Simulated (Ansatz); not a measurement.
Harmonic frequencies (cm⁻¹) at PBE0-D4/def2-TZVP from Ansatz: 87, 209, 314, 407, 520, 598, 875, 925, 975, 1088, 1122, 1137, 1159, 1166, 1198, 1285, 1343, 1368, 1480, 1542, 3086, 3113, 3151, 3206.

Each molecule was computed in one conformer, which needn't be the lowest.

Task: Which molecule is it?
A. `CC(=O)C(F)F`
B. `FC1=C(F)C(F)C1`
C. `F[C@H]1[C@H](F)C1(F)F`
D. `FC(F)C1CO1`

Result: D.
